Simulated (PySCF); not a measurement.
Two species compared at the same levels of theory.

First species: C5H13NSi.
InChI=1S/C5H13NSi/c1-2-3-4-5-6-7/h2,6H,1,3-5H2,7H3

Second species: C5H9NOSi.
SMILES with atom numbers: `[CH3:1][O:2][CH2:3][C@:4]1([C:5]#[N:6])[CH2:7][SiH2:8]1` (hydrogens: H9, H10, H11 on C1; H12, H13 on C3; H14, H15 on C7; H16, H17 on Si8)

Geometry (GFN2-xTB, Å), atoms numbered from 1 in this order:
```
atom  x, y, z in Å
C1     2.482   -0.750   -0.175
O2     1.102   -0.623    0.042
C3     0.554    0.572   -0.463
C4    -0.928    0.538   -0.179
C5    -1.697    1.406   -0.973
N6    -2.342    2.089   -1.634
C7    -1.330    0.405    1.304
Si8   -1.661   -1.165    0.334
H9     2.779   -1.708    0.247
H10    2.718   -0.732   -1.246
H11    3.038    0.056    0.321
H12    1.031    1.443    0.020
H13    0.735    0.649   -1.547
H14   -2.150    1.041    1.613
H15   -0.496    0.459    1.990
H16   -0.804   -2.322    0.437
H17   -3.037   -1.347   -0.099
```

Levels: B3LYP/def2-SVPD for dipole moment, HOMO energy, LUMO energy, HOMO–LUMO gap, static isotropic polarisability and electronic spatial extent ⟨r²⟩ about the centre of nuclear charge; TDDFT B3LYP/def2-SVPD for lowest singlet excitation; TDA B3LYP/def2-SVPD for lowest triplet excitation (Tamm–Dancoff); GFN2-xTB for rotational constant A and rotational constant C. Geometries: GFN2-xTB. Each species is one conformer at its optimised geometry, gas phase, non-relativistic unless stated. Electronic properties by PySCF.

Dipoles, sizes and rotational constants follow the conformer. The torsions of the flexible species, by atom-mapped SMILES:
- `[CH2:1]=[CH:2][CH2:3][CH2:4][CH2:5][NH:6][SiH3:7]`: C1–C2–C3–C4 130°, C2–C3–C4–C5 -67°, C3–C4–C5–N6 67°, C4–C5–N6–Si7 -142°
- `[CH3:1][O:2][CH2:3][C@:4]1([C:5]#[N:6])[CH2:7][SiH2:8]1`: C1–O2–C3–C4 179°, O2–C3–C4–C5 -160°

Values for the first species:

```
Dipole moment                                                     : 1.39 D
HOMO energy                                                       : -6.06 eV
LUMO energy                                                       : 0.15 eV
HOMO–LUMO gap                                                     : 6.21 eV
Lowest singlet excitation                                         : 5.29 eV
Lowest triplet excitation (Tamm–Dancoff)                          : 4.30 eV
Static isotropic polarisability                                   : 96.0 au
Electronic spatial extent ⟨r²⟩ about the centre of nuclear charge : 1174 bohr²
Rotational constant A                                             : 2.708 GHz
Rotational constant C                                             : 1.068 GHz
```

Task: Estimate the same properties for the second species, and the change in each.

Result: 
```tsv
property	first	second	second less first
dipole moment	1.39 D	4.85 D	+3.46 D
HOMO energy	-6.06 eV	-7.06 eV	-1.00 eV
LUMO energy	0.15 eV	-0.76 eV	-0.91 eV
HOMO–LUMO gap	6.21 eV	6.30 eV	+0.09 eV
lowest singlet excitation	5.29 eV	5.77 eV	+0.48 eV
lowest triplet excitation (Tamm–Dancoff)	4.30 eV	4.58 eV	+0.28 eV
static isotropic polarisability	96.0 au	96.0 au	0.0 au
electronic spatial extent ⟨r²⟩ about the centre of nuclear charge	1174 bohr²	1268 bohr²	+94 bohr²
rotational constant A	2.708 GHz	2.479 GHz	-0.229 GHz
rotational constant C	1.068 GHz	0.964 GHz	-0.104 GHz
```

On the first: The vertical singlet–triplet gap S1 − T1 is 0.99 eV (TDDFT singlet less Tamm–Dancoff triplet; S1: HOMO→LUMO, weight 0.73; T1: HOMO→LUMO, weight 0.30, beside HOMO→LUMO+1, weight 0.28). In atomic units the dipole is 0.55 e·bohr (1 au = 2.5417 D).

On the second: The polarisability is 14.22 Å³ as a volume (1 au = 0.148185 Å³), or 1.41 au for each of the 68 electrons. In wavenumbers S1 is 46500 cm⁻¹ (1 eV = 8065.54 cm⁻¹).
